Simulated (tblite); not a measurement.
Compound: CH8O4S2Si2.
Numbering: `[O:1]=[S:2](=[O:3])([OH:4])[CH2:5][Si@@H:6]([OH:7])[SiH2:8][SH:9]` (hydrogens: H10 on O4; H11, H12 on C5; H13 on Si6; H14 on O7; H15, H16 on Si8; H17 on S9)

Cartesian coordinates in Å at the GFN2-xTB level; atoms count from 1:
```xyz
17
CH8O4S2Si2 angstrom
O     -0.926    0.202    1.658
S     -1.715   -0.138    0.500
O     -1.773   -1.529    0.177
O     -3.217    0.391    0.750
C     -1.183    0.809   -0.859
Si     0.552    0.047   -1.015
O      1.267    1.220   -1.896
Si     1.436   -0.289    1.106
S      3.597   -0.586    0.789
H     -3.736   -0.209    1.290
H     -1.210    1.848   -0.563
H     -1.853    0.621   -1.684
H      0.372   -1.141   -1.869
H      2.198    1.225   -2.100
H      1.561    0.863    1.998
H      1.079   -1.537    1.774
H      3.545   -1.784    0.231
```

Method: GFN2-xTB as coded in tblite; computed harmonic values from a numerical Hessian at the method's own geometry, unscaled. Against measured fundamentals such values can be off by several per cent, at times by over 20. Modes of hydrogen on silicon and sulfur can be 10 to 20 % off. One conformer, not necessarily the lowest.

Harmonic wavenumbers (cm⁻¹): 26.3, 70.8, 82.6, 84.1, 106.2, 120.6, 136.6, 159.8, 182.5, 208.1, 265.5, 297.9, 351.9, 384.0, 406.9, 419.7, 456.7, 472.2, 481.6, 619.3, 634.3, 676.9, 688.5, 713.3, 721.6, 728.8, 744.7, 781.0, 792.0, 795.6, 870.6, 887.0, 939.9, 1060.3, 1116.3, 1248.6, 1399.3, 2149.4, 2242.3, 2256.3, 2485.6, 3055.9, 3071.6, 3585.3, 3656.9.

A = 1593, B = 531.9, C = 445.0 MHz; mass 203.940 u (most abundant isotopes); point group C1, symmetry number 1.

Question: What is the zero-point energy?

Answer: Half the sum of the wavenumbers: 21318 cm⁻¹ = 255.01 kJ/mol.

Question: Entropy at 298.15 K, 1 bar (ideal gas, RRHO, classical rotation)?

Answer: Translation 175.18, rotation 130.22, vibration 197.24: S = 502.6 J/(mol K).

Question: And Cp and H(298.15 K) − H(0)?

Answer: Cp = 216.33 J/(mol K), of which vibrations give 183.07 (their classical limit is 45 R = 374.2); H(298.15 K) − H(0) = 39.82 kJ/mol without the zero-point energy, 29.91 from vibrations.

Question: What must be added to the electronic energy to get the Gibbs energy at 298.15 K and 1 bar?

Answer: ZPE + [H(298.15 K) − H(0)] − T·S = 255.01 + 39.82 − 149.86 = 144.97 kJ/mol.

Question: Which modes carry the vibrational entropy at 298.15 K?

Answer: 26.3 cm⁻¹: 25.48; 70.8 cm⁻¹: 17.28; 82.6 cm⁻¹: 16.02; 84.1 cm⁻¹: 15.87; 106.2 cm⁻¹: 13.96; 120.6 cm⁻¹: 12.93 J/(mol K); the other 39 give 95.69 together.

Hindered rotation and anharmonicity are outside this model. Other conformers, if any are populated, would add a mixing term that is left out. The structure is chiral; the term R ln 2 for an equal mix with its mirror image is left out.
